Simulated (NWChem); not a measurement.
System: GeH4; SMILES [GeH4]

Here is an NWChem input.

```
start job
memory heap 200 mb stack 900 mb global 1100 mb
geometry units angstroms
  Ge     0.000007     0.000004     0.000000
  H      1.062702    -0.000009    -1.110812
  H      0.431655     0.958041     1.122112
  H     -0.147661    -1.420895     0.567890
  H     -1.346689     0.462868    -0.579194
end
basis spherical
  * library sto-3g
end
dft
  xc hfexch
  iterations 150
end
driver
  maxiter 120
end
task dft optimize
task dft freq
```

Parts of the log:

```
             Northwest Computational Chemistry Package (NWChem) 7.3.0
             --------------------------------------------------------

 C1  symmetry detected

                             Geometry "geometry" -> ""
                             -------------------------

 Output coordinates in angstroms (scale by  1.889725989 to convert to a.u.)

  No.       Tag          Charge          X              Y              Z
 ---- ---------------- ---------- -------------- -------------- --------------
    1 Ge                  32.0000     0.00000014    -0.00000059     0.00000028
    2 H                    1.0000     0.71983240    -0.01181907     1.35828074
    3 H                    1.0000    -0.47794468    -1.42123572    -0.33904199
    4 H                    1.0000     0.96882058     0.48830466    -1.08912956
    5 H                    1.0000    -1.21071290     0.94476891     0.06988171

 Effective nuclear repulsion energy (a.u.)      45.3258003037

                                Z-matrix (autoz)
                                --------

 Units are Angstrom for bonds and degrees for angles

      Type          Name      I     J     K     L     M      Value
      ----------- --------  ----- ----- ----- ----- ----- ----------
    1 Stretch                  1     2                       1.53728
    2 Stretch                  1     3                       1.53730
    3 Stretch                  1     4                       1.53729
    4 Stretch                  1     5                       1.53730
    5 Bend                     2     1     3               109.47136
    6 Bend                     2     1     4               109.47069
    7 Bend                     2     1     5               109.47131
    8 Bend                     3     1     4               109.47174
    9 Bend                     3     1     5               109.47157
   10 Bend                     4     1     5               109.47065

  xc_inp: hfexch multiplicative factor not found.

                           NWChem Geometry Optimization
                           ----------------------------

 maximum gradient threshold         (gmax) =   0.000450
 rms gradient threshold             (grms) =   0.000300
 maximum cartesian step threshold   (xmax) =   0.001800
 rms cartesian step threshold       (xrms) =   0.001200
 fixed trust radius                (trust) =   0.300000
 source of zmatrix                         =   autoz

[...]

      ----------------------
      Optimization converged
      ----------------------

  Step       Energy      Delta E   Gmax     Grms     Xrms     Xmax
  ---- ---------------- -------- -------- -------- -------- --------
@    3   -2054.09024670 -4.5D-09  0.00000  0.00000  0.00005  0.00009
                                     ok       ok       ok       ok

                                Z-matrix (autoz)
                                --------

 Units are Angstrom for bonds and degrees for angles

      Type          Name      I     J     K     L     M      Value     Gradient
      ----------- --------  ----- ----- ----- ----- ----- ---------- ----------
    1 Stretch                  1     2                       1.43060   -0.00000
    2 Stretch                  1     3                       1.43060   -0.00000
    3 Stretch                  1     4                       1.43060   -0.00000
    4 Stretch                  1     5                       1.43060   -0.00000
    5 Bend                     2     1     3               109.47122    0.00000
    6 Bend                     2     1     4               109.47125    0.00000
    7 Bend                     2     1     5               109.47123    0.00000
    8 Bend                     3     1     4               109.47121   -0.00000
    9 Bend                     3     1     5               109.47119   -0.00000
   10 Bend                     4     1     5               109.47122    0.00000

                         Geometry "geometry" -> "geometry"
                         ---------------------------------

 Output coordinates in angstroms (scale by  1.889725989 to convert to a.u.)

[...]

 Rotational Constants
 --------------------
 A=   3.064849 cm-1  (  4.409536 K)
 B=   3.064849 cm-1  (  4.409535 K)
 C=   3.064848 cm-1  (  4.409534 K)

 Temperature                      =   298.15K
 frequency scaling parameter      =   1.0000

 Zero-Point correction to Energy  =   21.949 kcal/mol  (  0.034978 au)
 Thermal correction to Energy     =   23.803 kcal/mol  (  0.037933 au)
 Thermal correction to Enthalpy   =   24.395 kcal/mol  (  0.038877 au)

 Total Entropy                    =   55.939 cal/mol-K
   - Translational                =   38.958 cal/mol-K (mol. weight =  77.9532)
   - Rotational                   =   16.671 cal/mol-K (symmetry #  =        1)
   - Vibrational                  =    0.310 cal/mol-K

 Cv (constant volume heat capacity) =    7.344 cal/mol-K
   - Translational                  =    2.979 cal/mol-K
   - Rotational                     =    2.979 cal/mol-K
   - Vibrational                    =    1.385 cal/mol-K

[normal modes left out]

 ----------------------------------------------------------------------------
 Normal Eigenvalue ||           Projected Infra Red Intensities
  Mode   [cm**-1]  || [atomic units] [(debye/angs)**2] [(KM/mol)] [arbitrary]
 ------ ---------- || -------------- ----------------- ---------- -----------
    1       -0.000 ||    0.000000           0.000         0.000       0.000
    2       -0.000 ||    0.000000           0.000         0.000       0.000
    3       -0.000 ||    0.000000           0.000         0.000       0.000
    4        0.000 ||    0.000000           0.000         0.000       0.000
    5        0.000 ||    0.000000           0.000         0.000       0.000
    6        0.000 ||    0.000000           0.000         0.000       0.000
    7     1054.016 ||    0.149202           3.442       145.450      49.936
    8     1054.016 ||    0.149202           3.442       145.450      49.936
    9     1054.016 ||    0.149202           3.442       145.450      49.936
   10     1197.805 ||    0.000000           0.000         0.000       0.000
   11     1197.805 ||    0.000000           0.000         0.000       0.000
   12     2432.635 ||    0.000192           0.004         0.187       0.064
   13     2432.635 ||    0.000192           0.004         0.187       0.064
   14     2432.636 ||    0.000192           0.004         0.187       0.064
   15     2505.314 ||    0.000000           0.000         0.000       0.000
 ----------------------------------------------------------------------------
```

Level: Hartree-Fock/STO-3G. The printed entropy takes a lower symmetry number than the molecule has.
